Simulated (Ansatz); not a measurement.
One change: `CB(F)BCl` becomes `CB(C)F`.

Ansatz, PBE0-D4/def2-TZVP geometries, multiplicity 1. Each molecule was computed in one conformer, which needn't be the lowest.

| property | `CB(F)BCl` |
| --- | --- |
| HOMO–LUMO gap (PBE0/def2-TZVPP) / eV | 5.96 |
| LUMO energy (ωB97M-V/def2-TZVPP) / eV | 0.19 |
| LUMO energy (PBE0/def2-TZVPP) / eV | -1.84 |
| HOMO energy (ωB97M-V/def2-TZVPP) / eV | -10.03 |
| HOMO–LUMO gap (PBE/def2-TZVPP) / eV | 3.59 |
| HOMO energy (B3LYP/def2-TZVPP) / eV | -7.60 |

Q: Give the same properties after the change, and the shifts. (An estimate is asked.)

A: The calculation gave: 
```tsv
property	`CB(C)F`	shift
HOMO–LUMO gap (PBE0/def2-TZVPP) / eV	8.82	2.86
LUMO energy (ωB97M-V/def2-TZVPP) / eV	1.97	1.78
LUMO energy (PBE0/def2-TZVPP) / eV	0.12	1.96
HOMO energy (ωB97M-V/def2-TZVPP) / eV	-11.03	-1.00
HOMO–LUMO gap (PBE/def2-TZVPP) / eV	6.23	2.64
HOMO energy (B3LYP/def2-TZVPP) / eV	-8.49	-0.89
```

With PBE0 the HOMO falls by 0.90 eV and the LUMO rises by 1.96 eV, so the gap widens by about 2.86 eV. PBE moves the HOMO by -0.77 eV and ωB97M-V by -1.00 eV. The zero-point energy changes by 60.1 kJ/mol with +3 modes.

B3LYP here is the variant with VWN-RPA as its local correlation; programs differ in this.
